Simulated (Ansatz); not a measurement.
Geometry optimisation, RKS BLYP/def2-SVP (Ansatz 0.2.0).

Input file:

```yaml
crystal:
  periodic: [false, false, false]
  atoms:
    - { symbol: Hf, position_ang: [-0.054646, -0.10435, 0.115995] }
    - { symbol: Cl, position_ang: [-0.022994, -0.11184, 2.599012] }
    - { symbol: Cl, position_ang: [2.092301, -0.343671, -0.868717] }
    - { symbol: Cl, position_ang: [-1.250537, 1.726176, -0.807167] }
    - { symbol: O, position_ang: [-1.030564, -1.662832, -0.371974] }
    - { symbol: H, position_ang: [-1.584985, -2.455706, -0.46426] }
    - { symbol: H, position_ang: [1.473039, 2.341485, 1.113599] }
    - { symbol: H, position_ang: [1.226785, 1.935038, 1.657212] }
basis:
  gaussian: { orbitals: def2-SVP }
hamiltonian:
  xc: blyp
relax:
  f_tol: 0.03
  max_steps: 50
```

Command:

```bash
$ ansatz run input.yaml --threads 4 --pin off --max-ram 5120MiB --backend cpu --events-out ev --progress --plain --runs-dir out
```

Task: Where does it end, and by what steps?

Result: It converged. The force dipped under the threshold on the way, but the program's further checks kept it going. After 18 steps the energy has fallen by 0.188 eV; H7 moved furthest, 1.08 Å.

```
step  energy less start (eV)  largest force component (eV/Å)  accepted
   0                  0.0000                           1.370       yes
   1                 -0.1107                           0.894       yes
   2                 -0.1530                           0.135       yes
   3                 -0.1730                           0.154       yes
   4                 -0.1822                           0.069       yes
   5                 -0.1840                           0.048       yes
   6                 -0.1846                           0.041       yes
   7                 -0.1856                           0.227       yes
   8                 -0.1863                           0.115       yes
   9                 -0.1068                           1.276        no
  10                 -0.1870                           0.012       yes
  11                 -0.1872                           0.019       yes
  12                 -0.1873                           0.061       yes
  13                 -0.1874                           0.045       yes
  14                 -0.1877                           0.008       yes
  15                 -0.1879                           0.050       yes
  16                 -0.1879                           0.045       yes
  17                 -0.1880                           0.035       yes
  18                 -0.1881                           0.014       yes
```

```xyz
8
Properties=species:S:1:pos:R:3
Hf -0.253 -0.400 -0.022
Cl -0.072 -0.177 2.336
Cl 1.903 -0.593 -0.994
Cl -1.399 1.467 -0.934
O -1.249 -1.983 -0.412
H -1.757 -2.784 -0.606
H 1.997 3.161 1.575
H 1.677 2.634 2.031
```

Whether the end is a true minimum wasn't checked by a vibrational analysis.

Time of the run: 34 s on 4 threads of Arm Neoverse V1 (shared host), peak memory 0.18 GiB.
